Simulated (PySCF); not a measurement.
Dissociation curve of SiH, doublet.

Levels: ROKS-PBE = PySCF with restricted open-shell PBE/cc-pVDZ; UKS-PBE = unrestricted PBE/cc-pVDZ (PySCF); ROKS-CAM-B3LYP = restricted open-shell CAM-B3LYP/cc-pVDZ (PySCF 2.14.0); UCCSD(T) = PySCF with CCSD(T) on UHF/cc-pVDZ, 5 core orbitals frozen.

Energies relative to the lowest point of each curve near equilibrium, in kcal/mol; the last columns give the difference from UCCSD(T):

```json
[
 {"R / Å": "1.22", "ROKS-PBE": "30.7", "UKS-PBE": "30.7", "ROKS-CAM-B3LYP": "28.3", "UCCSD(T)": "28.5", "ROKS-PBE − UCCSD(T)": "2.2", "UKS-PBE − UCCSD(T)": "2.2", "ROKS-CAM-B3LYP − UCCSD(T)": "-0.1"},
 {"R / Å": "1.29", "ROKS-PBE": "17.3", "UKS-PBE": "17.3", "ROKS-CAM-B3LYP": "15.5", "UCCSD(T)": "15.5", "ROKS-PBE − UCCSD(T)": "1.8", "UKS-PBE − UCCSD(T)": "1.8", "ROKS-CAM-B3LYP − UCCSD(T)": "0.0"},
 {"R / Å": "1.39", "ROKS-PBE": "5.9", "UKS-PBE": "5.9", "ROKS-CAM-B3LYP": "4.8", "UCCSD(T)": "4.8", "ROKS-PBE − UCCSD(T)": "1.2", "UKS-PBE − UCCSD(T)": "1.2", "ROKS-CAM-B3LYP − UCCSD(T)": "0.0"},
 {"R / Å": "1.45", "ROKS-PBE": "2.3", "UKS-PBE": "2.3", "ROKS-CAM-B3LYP": "1.6", "UCCSD(T)": "1.6", "ROKS-PBE − UCCSD(T)": "0.8", "UKS-PBE − UCCSD(T)": "0.8", "ROKS-CAM-B3LYP − UCCSD(T)": "0.0"},
 {"R / Å": "1.49", "ROKS-PBE": "0.9", "UKS-PBE": "0.9", "ROKS-CAM-B3LYP": "0.5", "UCCSD(T)": "0.4", "ROKS-PBE − UCCSD(T)": "0.5", "UKS-PBE − UCCSD(T)": "0.5", "ROKS-CAM-B3LYP − UCCSD(T)": "0.0"},
 {"R / Å": "1.53", "ROKS-PBE": "0.2", "UKS-PBE": "0.2", "ROKS-CAM-B3LYP": "0.0", "UCCSD(T)": "0.0", "ROKS-PBE − UCCSD(T)": "0.2", "UKS-PBE − UCCSD(T)": "0.2", "ROKS-CAM-B3LYP − UCCSD(T)": "0.0"},
 {"R / Å": "1.56", "ROKS-PBE": "0.0", "UKS-PBE": "0.0", "ROKS-CAM-B3LYP": "0.0", "UCCSD(T)": "0.0", "ROKS-PBE − UCCSD(T)": "0.0", "UKS-PBE − UCCSD(T)": "0.0", "ROKS-CAM-B3LYP − UCCSD(T)": "0.0"},
 {"R / Å": "1.63", "ROKS-PBE": "0.6", "UKS-PBE": "0.6", "ROKS-CAM-B3LYP": "1.2", "UCCSD(T)": "1.2", "ROKS-PBE − UCCSD(T)": "-0.5", "UKS-PBE − UCCSD(T)": "-0.5", "ROKS-CAM-B3LYP − UCCSD(T)": "0.0"},
 {"R / Å": "1.67", "ROKS-PBE": "1.5", "UKS-PBE": "1.5", "ROKS-CAM-B3LYP": "2.3", "UCCSD(T)": "2.3", "ROKS-PBE − UCCSD(T)": "-0.8", "UKS-PBE − UCCSD(T)": "-0.8", "ROKS-CAM-B3LYP − UCCSD(T)": "0.0"},
 {"R / Å": "1.80", "ROKS-PBE": "6.3", "UKS-PBE": "6.3", "ROKS-CAM-B3LYP": "8.0", "UCCSD(T)": "7.8", "ROKS-PBE − UCCSD(T)": "-1.6", "UKS-PBE − UCCSD(T)": "-1.6", "ROKS-CAM-B3LYP − UCCSD(T)": "0.2"},
 {"R / Å": "1.88", "ROKS-PBE": "10.2", "UKS-PBE": "10.1", "ROKS-CAM-B3LYP": "12.4", "UCCSD(T)": "12.1", "ROKS-PBE − UCCSD(T)": "-1.9", "UKS-PBE − UCCSD(T)": "-1.9", "ROKS-CAM-B3LYP − UCCSD(T)": "0.4"},
 {"R / Å": "2.06", "ROKS-PBE": "20.1", "UKS-PBE": "20.0", "ROKS-CAM-B3LYP": "23.6", "UCCSD(T)": "22.4", "ROKS-PBE − UCCSD(T)": "-2.3", "UKS-PBE − UCCSD(T)": "-2.4", "ROKS-CAM-B3LYP − UCCSD(T)": "1.2"}
]
```

ROKS-PBE is furthest from UCCSD(T) at 2.06 (-2.3 kcal/mol, below); its mean absolute difference over the points is 1.2 kcal/mol.

UKS-PBE is furthest from UCCSD(T) at 2.06 (-2.4 kcal/mol, below); its mean absolute difference over the points is 1.2 kcal/mol.

ROKS-CAM-B3LYP is furthest from UCCSD(T) at 2.06 (1.2 kcal/mol, above); its mean absolute difference over the points is 0.2 kcal/mol.

The scan ran from 1.22 to 6.08 Å; beyond the distances shown one of the unrestricted levels run for this scan, shown here or not, changes its spin distribution in one step. The unrestricted determinant behind UCCSD(T) is spin-contaminated at 1.22 Å (<S²> up to 0.9, against 0.75 for a pure doublet).
